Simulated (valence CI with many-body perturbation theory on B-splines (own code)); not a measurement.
**How close is CI+MBPT for Fe III?**

Level of theory: relativistic CI+MBPT: six valence electrons over a frozen Dirac-Fock core [Ar], radial functions for each j: 7 s, 7 p, 8 d, 6 f, 4 g, 1 h, with the one-electron correlation potential Σ1, the two-electron term Σ2, the three-electron term Σ3, Breit, model QED; selected CI, second order for the rest, scaled by the run's own slope (own B-spline code, finite nucleus).

Against 25 measured levels this calculation errs by 731 cm⁻¹ on average and by 7276 at most. These come from a selection out of Corliss and Sugar, J. Phys. Chem. Ref. Data 11, 135 (1982). Levels without a partner in it may be off by more, other configurations by 1,000 to 8,000 cm⁻¹. Among the levels kept, up to 2700 cm⁻¹ of a level comes from second order outside the variational space, and about a tenth of that is noise between levels of different J, which matters for small intervals. Only levels of the ground parity were solved; by the run's estimate the other parity begins above the list, which can be wrong where configurations are misplaced. 1 measured level below the end of the list, from 30089 cm⁻¹ on, found no clear computed partner, and computed levels of the same name lie up to 7030 cm⁻¹ from them.

Measured levels: Corliss and Sugar, J. Phys. Chem. Ref. Data 11, 135 (1982). Pairs share parity and J, and are chosen by configuration, term and nearness in energy; levels without a clear partner are left out. Energies in cm⁻¹ above the measured ground level.

| Computed label | Label in the source | Measured | Computed | Difference |
| --- | --- | --- | --- | --- |
| 3d⁶ ⁵D_4 | 3d6 5D | 0 | 0.0 | 0 |
| 3d⁶ ⁵D_3 | 3d6 5D | 436.2 | 404.2 | -32 |
| 3d⁶ ⁵D_2 | 3d6 5D | 738.9 | 699.2 | -40 |
| 3d⁶ ⁵D_1 | 3d6 5D | 932.4 | 931.1 | -1 |
| 3d⁶ ⁵D_0 | 3d6 5D | 1027.3 | 1081.5 | +54 |
| 3d⁶ ³P_2 | 3d6 3P2 | 19404.8 | 19788.5 | +384 |
| 3d⁶ ³H_6 | 3d6 3H | 20051.1 | 19158.2 | -893 |
| 3d⁶ ³H_5 | 3d6 3H | 20300.8 | 19375.3 | -925 |
| 3d⁶ ³H_4 | 3d6 3H | 20481.9 | 19568.5 | -913 |
| 3d⁶ ³P_1 | 3d6 3P2 | 20688.4 | 21067.0 | +379 |
| 3d⁶ ³P_0 | 3d6 3P2 | 21208.5 | 21639.4 | +431 |
| 3d⁶ ³F_4 | 3d6 3F2 | 21462.2 | 21267.8 | -194 |
| 3d⁶ ³F_3 | 3d6 3F2 | 21699.9 | 21482.8 | -217 |
| 3d⁶ ³F_2 | 3d6 3F2 | 21857.2 | 21649.4 | -208 |
| 3d⁶ ³G_5 | 3d6 3G | 24558.8 | 23834.1 | -725 |
| 3d⁶ ³G_4 | 3d6 3G | 24940.9 | 24221.3 | -720 |
| 3d⁶ ³G_3 | 3d6 3G | 25142.4 | 24398.7 | -744 |
| 3d⁶ ¹I_6 | 3d6 1I | 30356.2 | 28965.6 | -1391 |
| 3d⁶ ³D_2 | 3d6 3D | 30716.2 | 30282.0 | -434 |
| 3d⁶ ³D_1 | 3d6 3D | 30725.8 | 30330.9 | -395 |
| 3d⁶ ³D_3 | 3d6 3D | 30857.8 | 30398.6 | -459 |
| 3d⁶ ¹G_4 | 3d6 1G2 | 30886.4 | 30344.1 | -542 |
| 3d⁶ ¹S_0 | 3d6 1S2 | 34812.4 | 35027.4 | +215 |
| 3d⁶ ¹D_2 | 3d6 1D2 | 35803.7 | 35841.4 | +38 |
| 3d⁵4s ⁵S_2 | 3d5(6S) 4s 5S | 40999.9 | 33723.5 | -7276 |
| 3d⁶ ¹F_3 | 3d6 1F | 42896.9 | 42241.1 | -656 |

Over 25 excited levels the mean absolute difference is 731 cm⁻¹, the median 431 and the largest 7276. The comparison draws on a selection of the measured levels: 26 of the 27 computed ones have a partner in it, and others may be off by more.

These 1 measured levels below the end of the computed list are not counted above. Beside each stands the unpaired computed level of its name, or else the nearest of its J and parity; the gap is either an error of the method or a doubtful assignment.

```
Label in the source  J  Measured  Unpaired level  Computed
      3d5(6S) 4s 7S  3     30089      3d⁵4s ⁷S_3     23059
```
